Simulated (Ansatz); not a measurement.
`C=N[SiH2]F` + `CO[SiH](C)O` → `C=N[SiH2]C` + `CO[SiH](O)F`  (redistribution)

Gas-phase electronic energies from Ansatz, PBE0-D4/def2-TZVP geometries. CCSD(T)/CBS is the MP2 limit (def2-TZVPP, def2-QZVPP) plus CCSD(T) − MP2 in def2-TZVPP, frozen cores. DFT in def2-TZVPP. Each species was taken in one conformer, which may not be the lowest.

```json
{"level": "r2SCAN-D4", "ΔE (eV)": "-0.14"}
{"level": "PBE0-D4", "ΔE (eV)": "-0.14"}
{"level": "r2SCAN", "ΔE (eV)": "-0.14"}
{"level": "MP2/def2-TZVPP", "ΔE (eV)": "-0.15"}
{"level": "CCSD/def2-TZVPP", "ΔE (eV)": "-0.15"}
{"level": "CCSD(T)/def2-TZVPP", "ΔE (eV)": "-0.15"}
{"level": "SCS-MP2/def2-QZVPP", "ΔE (eV)": "-0.14"}
{"level": "CCSD/CBS(def2)", "ΔE (eV)": "-0.15"}
```

(1) What does CCSD(T)/CBS give? (An estimate is asked.)

Largest T1 diagnostic among the species: 0.013.

## Answers

(1) Computed: -0.14 eV. The listed levels differ from it by 0.00, 0.00, 0.00, -0.01, -0.01, -0.01, 0.00, -0.01 eV.
